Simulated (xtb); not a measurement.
xtb input:

```bash
xtb mol.xyz --gfn 2 --sp --chrg 1 --uhf 0
```
mol.xyz:
```
4

Re    -0.08926557     0.07242381     0.10920164
O     -0.77089259    -1.36511864    -0.44417865
O      0.16533556     1.01946009    -1.26035083
O      1.44242176    -0.33331471     0.68076407
```

Problem. What final total energy does it print?

Solution. -14.77353 Eh (GFN2-xTB).
